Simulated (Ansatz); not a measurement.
`[SiH3]N[SiH3]` + `CCB(O)O` → `CCB(O)O[SiH3]` + `N[SiH3]`  (ligand exchange at the Si–N bond)

Computed with Ansatz on PBE0-D4/def2-TZVP structures; ΔE is electronic, products minus reactants. CBS: MP2 limit from def2 TZ/QZ plus the TZ coupled-cluster correction, frozen cores. This one scheme is used for every species. DFT in def2-TZVPP. B3LYP here is the variant with VWN-RPA as its local correlation; programs differ in this. Each species was taken in one conformer, which may not be the lowest.

```
             level  ΔE (kcal/mol)  difference from CCSD(T)/CBS
            PBE-D4           -6.5                          1.3
         r2SCAN-D4           -7.8                          0.0
           PBE0-D4           -6.8                          1.0
          B3LYP-D4           -8.3                         -0.5
           ωB97X-V           -7.9                         -0.1
           ωB97M-V           -7.7                          0.1
            B2PLYP           -8.2                         -0.4
               PBE           -6.4                          1.4
            r2SCAN           -7.7                          0.1
              PBE0           -6.7                          1.1
             B3LYP           -8.3                         -0.5
     HF/def2-TZVPP           -9.9                         -2.1
    MP2/def2-TZVPP           -7.7                          0.1
SCS-MP2/def2-TZVPP           -8.2                         -0.4
   CCSD/def2-TZVPP           -8.0                         -0.2
CCSD(T)/def2-TZVPP           -7.7                          0.1
     HF/def2-QZVPP          -10.1                         -2.3
    MP2/def2-QZVPP           -7.8                          0.0
SCS-MP2/def2-QZVPP           -8.3                         -0.5
      HF/CBS(def2)          -10.1                         -2.3
     MP2/CBS(def2)           -7.8                          0.0
    CCSD/CBS(def2)           -8.1                         -0.3
       CCSD(T)/CBS           -7.8                            0
```

Largest T1 diagnostic among the species: 0.012.

In def2-TZVPP, CCSD(T) changes the Hartree–Fock value by +2.2 kcal/mol (the triples alone add +0.3 kcal/mol) and MP2 by +2.2 kcal/mol.
